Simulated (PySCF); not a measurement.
CuF2, SMILES [F][Cu-][F], charge -1, multiplicity 1. Coordinates come from a PBE-D3(BJ)/def2-TZVPD optimisation. The spin state was assumed, not searched.

These are PySCF with PBE-D3(BJ)/def2-TZVPD values and carry that method's errors.

Harmonic wavenumbers (cm⁻¹): 170, 170, 469, 576. Rotational constants (GHz): 4.039 (linear); symmetry number 2.

### Question
Work out the zero-point energy and the ideal-gas rigid-rotor harmonic-oscillator thermochemistry at 298.15 K and 1 atm.

### Answer
ZPE = ½ Σ hcν = ½ × 1386 cm⁻¹ = 1.98 kcal/mol. H − E(el) = 5.08 kcal/mol. Entropy in cal/(mol K): translation 39.76, rotation 15.19, vibration 6.10, total 61.05. G − E(el) = -13.12 kcal/mol. Cp = 13.12 cal/(mol K).
